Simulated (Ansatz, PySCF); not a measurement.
Species: sum formula GeOF (charge 0, doublet). It need not be the lowest isomer of its formula. 
Structure (B3LYP-D3(BJ)/def2-TZVP (Ansatz, a quantum-chemistry and plane-wave program) minimum search):
SMILES: [O]=[Ge][F]
```xyz
3

Ge    -0.1082     0.2726    -0.1379
O     -1.2285    -0.9940    -0.0416
F      1.4768    -0.0856     0.5271
```
Charge 0, spin multiplicity 2.

Wanted: atomisation energy (electronic, to ground-state atoms), in kJ/mol. Correlated levels leave the core frozen unless marked. Open shells are spin-unrestricted. Spin-orbit coupling is left out. Frozen are the shells of the preceding noble gas and the d and f shells that filled before the atom's block. Non-relativistic. The coupled-cluster limit lacks core correlation, which all-electron functionals hold. CBS marks a two-point X^-3 extrapolation of the correlation energy; Hartree-Fock from the larger set.

The T1 diagnostic of CCSD in the largest basis is 0.091, which is high, so the coupled-cluster rows are less sure than usual.

```
level                                program  atomisation energy (kJ/mol)
----------------------------  --------------  ---------------------------
BLYP/def2-TZVPD                       Ansatz                        978.5
revPBE/def2-TZVPD                     Ansatz                        947.7
PBE0/def2-SVP                         Ansatz                          [?]
r2SCAN0/def2-TZVPD                    Ansatz                          [?]
PW6B95-D4/def2-TZVPD           PySCF + dftd4                        933.2
HSE06/def2-TZVPD                      Ansatz                        910.3
B2PLYP-D3(BJ)/def2-TZVPD      Ansatz + dftd3                          [?]
CCSD(T)/CBS(cc-pVTZ,cc-pVQZ)          Ansatz                          [?]
```

Problem. Complete the blanks.

Solution. 
- PBE0/def2-SVP, atomisation energy (kJ/mol): 891.3
- r2SCAN0/def2-TZVPD, atomisation energy (kJ/mol): 874.6
- B2PLYP-D3(BJ)/def2-TZVPD, atomisation energy (kJ/mol): 921.1
- CCSD(T)/CBS(cc-pVTZ,cc-pVQZ), atomisation energy (kJ/mol): 931.5
